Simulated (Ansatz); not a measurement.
Born–Oppenheimer molecular dynamics of C3H7BO (12 atoms, charge 0, multiplicity 1). It starts from a relaxed structure.

These are results of RKS BLYP/STO-3G in Ansatz, not measurements.

* ensemble: NVT, Langevin thermostat
* time step: 0.5 fs
* steps asked: 600
* set temperature: 700 K
* friction: 0.001 /fs
* seed: 385240

First frame:

```xyz
12
Properties=species:S:1:pos:R:3
B 0.253 0.933 1.539
C 0.099 0.135 0.260
C -1.216 0.089 -0.578
C 1.199 -0.603 -0.185
O 1.286 -1.413 -1.331
H 1.279 0.917 2.121
H -0.641 1.573 1.964
H -1.981 0.738 -0.110
H -1.063 0.453 -1.620
H -1.641 -0.938 -0.636
H 2.167 -0.615 0.365
H 0.337 -1.324 -1.756
```

Question: How far do the bonds stretch over the last three quarters of this one trajectory? (Pairs bonded in most of those frames.)

Answer: 
```csv
bond,mean (Å),spread (Å),shortest,longest
B1–C2,1.525,0.022,1.46,1.58
B1–H6,1.185,0.037,1.11,1.26
B1–H7,1.185,0.036,1.11,1.26
C2–C3,1.567,0.024,1.50,1.65
C2–C4,1.402,0.012,1.38,1.43
C3–H8,1.117,0.016,1.08,1.15
C3–H9,1.116,0.029,1.07,1.18
C3–H10,1.116,0.028,1.05,1.19
C4–O5,1.414,0.024,1.36,1.47
C4–H11,1.116,0.022,1.08,1.15
O5–H12,1.047,0.024,1.00,1.09
```

Mean temperature of the second half: 475 K. The mean temperature of the second half is 32 % below the set value. A run of 0.3 ps of so small a system gives no equilibrium averages. Limits of this set-up: minimal basis.

The run took 20 min on 1 thread of Arm Neoverse V1, on a shared host, peak memory 0.086 GiB.
